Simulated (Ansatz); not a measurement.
Input file for Ansatz (an electronic-structure program): R-CCSD(T)/cc-pVDZ on BrHOSe (SMILES O[Se]Br), a point of a torsion scan. The run froze 29 orbitals, filled d shells among them.

Ansatz 0.2 input:
```yaml
crystal:
  periodic: [false, false, false]
  atoms:
    - {symbol: O, position_ang: [-1.08426507, 0.16833438, 0.38618440]}
    - {symbol: Se, position_ang: [0.35206844, 1.03302358, -0.25790240]}
    - {symbol: Br, position_ang: [1.69641188, 0.92711250, 1.58086171]}
    - {symbol: H, position_ang: [-1.27745284, -0.61871987, -0.13063145]}
basis:
  gaussian:
    orbitals: cc-pVDZ
magnetization: {spin_polarized: false}
correlation: {method: ccsd_t, electrons: outside_noble_gas}
scf: {lower_state_search: off}
```

Problem. What total energy does the run end on?

Solution. -5048.0713 hartree (reference determinant -5047.6178, T1 diagnostic 0.014).
